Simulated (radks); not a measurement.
The numbers below are computed, except where a source is named.
The gold anion Au-, [Hg], held by a Watson sphere: a shell of charge +1 at radius R that stands for the Madelung well of a crystal (potential energy -1/R inside, -1/r outside, in hartree with lengths in bohr). Code: a radial shooting solver on a logarithmic mesh with Libxc functionals. Model: scalar-relativistic Kohn-Sham, LDA (Slater exchange, VWN5 correlation), spin-polarised, spherical densities, point nucleus. Response by self-consistent Sternheimer equations with the Hartree and adiabatic LDA kernel, the relativistic mass of each level held fixed and spin-orbit coupling left out. The sphere does not respond.

R (bohr) = 2.95: e(5p) (eV) -60.098; e(5d) (eV) -7.298; e(6s) (eV) -6.775; <r> 6s (bohr) 2.847; sum of <r^2> (bohr^2) 70.45; X-ray form factor at sin(theta)/lambda = 0.1 1/angstrom 75.544; alpha (bohr^3) 44.35
R (bohr) = 2.99: e(5p) (eV) -60.049; e(5d) (eV) -7.243; e(6s) (eV) -6.735; <r> 6s (bohr) 2.854; sum of <r^2> (bohr^2) 70.60; X-ray form factor at sin(theta)/lambda = 0.1 1/angstrom 75.538; alpha (bohr^3) 44.81
R (bohr) = 4.22: e(5p) (eV) -58.721; e(5d) (eV) -5.815; e(6s) (eV) -5.485; <r> 6s (bohr) 3.030; sum of <r^2> (bohr^2) 74.30; X-ray form factor at sin(theta)/lambda = 0.1 1/angstrom 75.419; alpha (bohr^3) 60.05
R (bohr) = 4.45: e(5p) (eV) -58.509; e(5d) (eV) -5.596; e(6s) (eV) -5.272; <r> 6s (bohr) 3.055; sum of <r^2> (bohr^2) 74.81; X-ray form factor at sin(theta)/lambda = 0.1 1/angstrom 75.406; alpha (bohr^3) 62.87
R (bohr) = 5.2: e(5p) (eV) -57.893; e(5d) (eV) -4.964; e(6s) (eV) -4.646; <r> 6s (bohr) 3.121; sum of <r^2> (bohr^2) 76.16; X-ray form factor at sin(theta)/lambda = 0.1 1/angstrom 75.376; alpha (bohr^3) 71.58
R (bohr) = 5.62: e(5p) (eV) -57.593; e(5d) (eV) -4.660; e(6s) (eV) -4.341; <r> 6s (bohr) 3.148; sum of <r^2> (bohr^2) 76.74; X-ray form factor at sin(theta)/lambda = 0.1 1/angstrom 75.365; alpha (bohr^3) 76.01
